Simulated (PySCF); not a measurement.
Spinor energies of Mo²⁺ (molybdenum, charge +2)

Start: [Kr] 4d4; 4d5/2 filled at m_j = -1/2, +1/2, +3/2, +5/2. Calculated with PySCF 2.14 in x2c-SVPall-2c with one added diffuse shell each of s, p, d type (7s9p7d1f, 76 functions): generalised Hartree-Fock with the X2C-1e Hamiltonian and a Gaussian nucleus; one run each with spin-orbit coupling (SO) switched off, then screened by Boettger's factors. This is a chosen level, not necessarily the ground level.

```tsv
spinor shell	electrons	ε, spin-free (eV)	ε, screened SO (eV)	weight of nominal j (screened SO)	rms radius, screened SO (bohr)
1s1/2	2	-20123.0	-20122.0	1.000	0.0404
2s1/2	2	-2932.7	-2932.5	1.000	0.166
2p1/2	2	-2618.1	-2691.7	1.000	0.145
2p3/2	4	-2618.1	-2583.5	1.000	0.149
3s1/2	2	-547.06	-547.02	1.000	0.456
3p1/2	2	-440.92	-453.55	1.000	0.455
3p3/2	4	-440.92	-435.00	1.000	0.465
3d3/2	4	-268.11	-270.17	0.973	0.452
4s1/2	2	-97.856	-97.865	1.000	1.19
4p1/2	2	-66.477	-70.295	0.684	1.32
4p3/2	4	-66.477	-64.647	0.842	1.32
4d5/2	4	-27.533	-27.515	0.670	1.85
```

(1) Where does 3d5/2 lie, and what is the 3d spin-orbit splitting (screened SO)?

```json
{"quantity": "E (hartree)", "spin-free": "-4044.82065", "screened SO": "-4045.27351"}
{"quantity": "M_J", "spin-free": "4", "screened SO": "4"}
{"quantity": "⟨J²⟩", "spin-free": "20.005", "screened SO": "20.007"}
{"quantity": "⟨L²⟩", "spin-free": "6.004", "screened SO": "6.048"}
{"quantity": "⟨S²⟩", "spin-free": "6.001", "screened SO": "5.987"}
```

Each row is a mean over spinors that exchange with the open shell spreads, by up to 8.680 eV (4p3/2).

Rows whose weight is well below 1 are mixtures of j = l ± 1/2: exchange outweighs spin-orbit coupling there, and the label is only the starting occupation.

Breit and QED terms are absent; they matter most for the inner s and p1/2 levels.

Densities and radii are taken from the X2C orbitals without a picture-change correction, which distorts them close to the nucleus.

Without spin-orbit coupling the j labels of p, d and f shells carry no meaning; the spin-free column gives the mean over the occupied spinors of each nl shell.

## Answers

(1) At -266.73 eV, 3.444 eV above 3d3/2.
